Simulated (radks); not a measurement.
Dy9+, configuration [Kr] 4d10 4f8 5s2 5p1. All-electron calculation, non-relativistic Kohn-Sham, RPBE, spin-polarised, spherical densities, point nucleus; open shells are filled with parallel spins first (spin-orbit coupling, left out, can overturn this in heavy ions); relativity is left out, which matters for an element this heavy. Program: a radial shooting solver on a logarithmic mesh with Libxc functionals.

Unscreened Slater integrals over Kohn-Sham orbitals (hartree). They are taken over the spin-up orbitals.

integral,value
"F0(5p,5p)",0.68456
"F2(5p,5p)",0.37464
"F0(5p,4f)",0.82452
"F2(5p,4f)",0.28182
"G2(5p,4f)",0.11787
"G4(5p,4f)",0.099192
"F0(5p,5s)",0.70538
"G1(5p,5s)",0.49113
"F0(5p,4d)",0.84399
"F2(5p,4d)",0.25670
"G1(5p,4d)",0.072449
"G3(5p,4d)",0.072424
"F0(4f,4f)",1.3200
"F2(4f,4f)",0.64762
"F4(4f,4f)",0.41049
"F6(4f,4f)",0.29651
"F0(4f,5s)",0.86672
"G3(4f,5s)",0.12581
"F0(4f,4d)",1.3961
"F2(4f,4d)",0.68599
"F4(4f,4d)",0.44166
"G1(4f,4d)",0.80145
"G3(4f,4d)",0.51034
"G5(4f,4d)",0.36280
"F0(5s,5s)",0.72894
"F0(5s,4d)",0.88896
"G2(5s,4d)",0.087350
"F0(4d,4d)",1.4948
"F2(4d,4d)",0.76289
"F4(4d,4d)",0.51155

Derived for the open shells (J is the average intra-shell exchange parameter used in DFT+U). 4f: F4/F2 = 0.634, F6/F2 = 0.458, J = (286 F2 + 195 F4 + 250 F6)/6435 = 0.05274 hartree. 5p: J = F2/5 = 0.07493 hartree.
